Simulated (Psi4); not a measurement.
# WO2F2 (SMILES [O]=[W](=[O])([F])[F]): methods side by side

The species is WO2F2 (5 atoms), meant as a singlet with charge 0. As SMILES, `[O]=[W](=[O])([F])[F]`. The shape was relaxed beforehand at PBE0/def2-TZVP.

```
atom    x (Å)    y (Å)    z (Å)
   O  -0.6959  -0.5836   1.4422
   W   0.0520  -0.0489   0.0216
   O   1.5759  -0.7821  -0.0345
   F  -0.9430  -0.6057  -1.4342
   F   0.2646   1.7863   0.1021
```

Each level gives the dipole moment (D). The values are calculated.

```json
{"level": "PBE-D4/def2-TZVPP (density fitting, core potential)", "kind": "GGA", "program": "Psi4", "value (D)": "1.66", "CPU time": "34 s"}
{"level": "r2SCAN-D4/def2-TZVPP (density fitting, core potential)", "kind": "meta-GGA", "program": "Psi4", "value (D)": "1.72", "CPU time": "55 s"}
{"level": "B3LYP-D4/def2-TZVPP (density fitting, core potential)", "kind": "global hybrid", "program": "Psi4", "value (D)": "1.72", "CPU time": "29 s"}
{"level": "PBE0-D4/def2-TZVPP (density fitting, core potential)", "kind": "global hybrid", "program": "Psi4", "value (D)": "1.72", "CPU time": "31 s"}
{"level": "wB97M-V/def2-TZVPP (density fitting, core potential)", "kind": "range-separated hybrid", "program": "Psi4", "value (D)": "1.79", "CPU time": "61 s"}
```

The values span 1.66 to 1.79 D. Magnitudes only. CPU times are rough (shared hosts, several kinds of processor): they show what a rung costs within a factor of a few.
